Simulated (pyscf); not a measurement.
Optimised with ωB97X-D3(BJ)/def2-SVP in PySCF. Correlated levels are frozen-core, on RHF or UHF. ΔMP2 is the change of the MP2 total energy from the triple- to the quadruple-zeta basis.

Problem. Estimate by transition-state theory (the high-pressure limit) the rate constant of •O–SiH₃ -> HO–SiH₂• (doublet surface; H–Si broken, H–O formed) at 600 K, with CCSD(T)/def2-TZVPP + ΔMP2(QZVPP) energies (ideal gas, 1 atm, RRHO with modes under 100 cm⁻¹ raised to 100, one conformer, R ln 2 for rigid chiral ones; no tunnelling).

Solution. The electronic barrier is 19.3 kcal/mol and the thermal terms add -1.1, so ΔG‡ = 18.2 kcal/mol. With k_BT/h = 1.25e+13 s⁻¹ and RT = 1.192 kcal/mol, k = 2.9e+06 s⁻¹; so small a molecule is far into fall-off at 1 atm, where the true rate is lower. Wigner's tunnelling factor for 1734i cm⁻¹ would be 1.72, likely too low at so high a frequency. A shift of 1 kcal/mol in the barrier changes k by a factor 2.3. One saddle was located; it need not be the lowest between these sides. The CCSD(T) − MP2 part came from Ansatz, without density fitting, on the same reference. The orbital near-degeneracy of the XH₃O or XH₃S radical is left out.
